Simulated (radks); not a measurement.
Dynamic dipole polarisability and lines of the sulfur ion S4+, [Ne] 3s2. Calculated with a radial shooting solver on a logarithmic mesh with Libxc functionals: scalar-relativistic Kohn-Sham, LB94 model potential, spin-polarised, spherical densities, finite nucleus; Fermi nuclear charge, rms radius of each element as measured or else 0.836 A^(1/3) + 0.57 fm. Time-dependent linear response with the Hartree and adiabatic LDA kernel, continuum included through the Sternheimer equations, no spin-orbit coupling, so fine structure and intercombination lines are absent. Lines are the poles of the dipole polarisability below minus the highest occupied eigenvalue, found on a grid refined at the orbital gaps; the lowest seven at most are given, and weak or close lines can be missed. The first line takes the name of the lowest orbital gap if no other gap lies below it; otherwise a line is named after a gap within 0.6 % of it, if that gap stands alone.

photon energy (eV),alpha (bohr^3)
0,3.952
1.205,3.974
6.026,4.577
10.846,7.153
15.666,84.82
20.487,-5.787
25.307,-2.335
30.128,-1.270
34.948,-0.7344
39.768,-0.2969
44.589,-1.481
49.409,-0.4263
54.230,-0.2354

Lines (eV, oscillator strength): 16.029 (77.35 nm, 3s-3p), f = 1.31; 43.608 (28.43 nm, 3s-4p), f = 0.126; 55.877 (22.19 nm, 3s-5p), f = 0.0512; 61.766 (20.07 nm, 3s-6p), f = 0.0257; 65.114 (19.04 nm, 3s-7p), f = 0.0148. Higher lines, where found, are left out when the end of the mesh affects them. Those listed give 98 % of the static polarisability (sum of f/w^2). Orbital energy gaps for comparison: 3s-3p 12.398 eV; 3s-4p 43.790 eV; 3s-5p 55.952 eV; 3s-6p 61.809 eV; 3s-7p 65.139 eV. At laser wavelengths: 1550 nm 3.962, 1064 nm 3.973, 780 nm 3.990, 532 nm 4.034, 355 nm 4.142, 266 nm 4.303, 193 nm 4.678 bohr^3.
